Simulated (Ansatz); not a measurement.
# Equilibrium of C3H4 + GeH2(SiH2)(SiH3) ⇌ C3H3 + GeH2(SiH3)2 at process temperatures

Gas-phase species: C3H4 (cyclopropene) `C1=CC1`, singlet; GeH2(SiH2)(SiH3), doublet; C3H3 (cyclopropenyl radical) `[CH]1C=C1`, doublet; GeH2(SiH3)2, singlet. A radical takes H: the energy is the difference in strength between the C–H bond broken and the Si–H bond made.

The electronic reaction energy at CCSD(T)/def2-TZVPP is +56.9 kJ/mol. Shapes: PBE0-D4/def2-TZVP. Flexible molecules stand in one conformer, not always the lowest. Programs: Ansatz 0.2.0. Enthalpy and entropy come from rigid-rotor, harmonic-oscillator sums on unscaled PBE0-D4/def2-TZVP wavenumbers, ideal gases at 1 bar; R ln 2 is added for the mirror twin of the chiral shape of GeH2(SiH2)(SiH3). Symmetry numbers: C3H4 2, GeH2(SiH2)(SiH3) 1, C3H3 1, GeH2(SiH3)2 2. R = 8.3145 J/(mol K).

| T (K) | ΔH (kJ/mol) | ΔS (J/(mol K)) |
| --- | --- | --- |
| 600 | +47.8 | -2.7 |
| 800 | +48.8 | -1.3 |
| 1000 | ? | ? |

Task: Work out ln K at 600 and 800 K, and from these estimate it at 1000 K.

Result: 
1. 600 K: ΔG = +47.8 − 600 × (-2.7)/1000 = +49.4 kJ/mol; ln K = −ΔG/RT = -9.90.
2. 800 K: ΔG = +48.8 − 800 × (-1.3)/1000 = +49.8 kJ/mol; ln K = −ΔG/RT = -7.49.
3. Slope against 1000/T: (-7.49 − (-9.90))/(1.2500 − 1.6667) = -5.78, that is −ΔH/R with ΔH near +48 kJ/mol.
4. 1000 K: ln K = -9.90 + (-5.78) × (1.0000 − 1.6667) = -6.05.

The full sums give ΔH = +49.6 kJ/mol, ΔS = -0.4 J/(mol K), ΔG = +50.0 kJ/mol and ln K = -6.01 at 1000 K, so the line is off by -0.04 in ln K; without rounding the miss is -0.03, from the change of ΔH with temperature. The reactants are favoured over this whole range. An error of 10 kJ/mol in the energy moves ln K by 1.2 at 1000 K. Soft modes are treated as harmonic, which can err either way at these temperatures; the lowest are those of GeH2(SiH2)(SiH3) (71 cm⁻¹), GeH2(SiH3)2 (77 cm⁻¹). Other conformers aren't counted. Other reactions of these species are left aside. Open shells run unrestricted. Relativity is left out for Ge. Outer-core shells of Ge are correlated, in sets that cover them unevenly.
